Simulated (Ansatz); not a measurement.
The cluster AlB5, relaxed as a singlet with RKS PBE0-D4/def2-SVP in Ansatz, starting from the GFN2-xTB geometry. Force threshold 0.02 eV/Å.

The restricted singlet is unstable towards broken spin symmetry at other levels; at PBE0-D4/def2-SVP this wasn't settled. Another isomer (singlet) lies 4.31 eV lower at PBE0-D4/def2-TZVP; other spin states weren't run for this one.

Start:

```xyz
6

B    -1.517   -1.984    1.458
B     1.717    2.121   -0.020
B     0.746    0.903   -0.337
B     1.518    1.785   -1.410
B    -1.919   -2.166    0.071
Al   -0.545   -0.659    0.239
```

```tsv
step	energy (eV)	largest force component (eV/Å)	SCF passes
1	-9954.0448	2.088	33
2	-9954.2017	0.592	40
3	-9954.2209	0.097	42
4	-9954.2216	0.030	41
5	-9954.2217	0.080	40
6	-9954.2220	0.041	43
7	-9954.2229	0.005	38
8	-9954.2232	0.141	39
9	-9954.2242	0.070	35
10	-9954.2258	0.008	39
11	-9954.2264	0.055	39
12	-9954.2266	0.139	40
13	-9954.2277	0.062	41
14	-9954.2287	0.038	39
15	-9954.2288	0.021	42
16 (rejected)	-9954.1577	1.044	40
17	-9954.2293	0.003	42
18 (rejected)	-9954.2249	0.293	41
19	-9954.2296	0.023	41
20	-9954.2296	0.076	40
21	-9954.2299	0.023	42
22	-9954.2300	0.013	42
```

Force components are those of the run's own axes.

End:

Cartesian coordinates in Å:
```
B -1.192 -2.293 1.274
B 1.318 2.372 -0.161
B 0.744 0.898 -0.330
B 1.886 1.498 -1.260
B -2.217 -1.824 0.238
Al -0.539 -0.651 0.240
```

By distances, no bond broke or formed. The bond that changes most is B1–B5, from 1.46 to 1.53 Å (atoms count from 1).

The force fell under the threshold at step 7, but the optimiser went on and released 0.007 eV more. No frequencies were taken in this run, so the end may be a saddle point.

It took 37 s on 4 threads of Arm Neoverse N1 on a shared host.
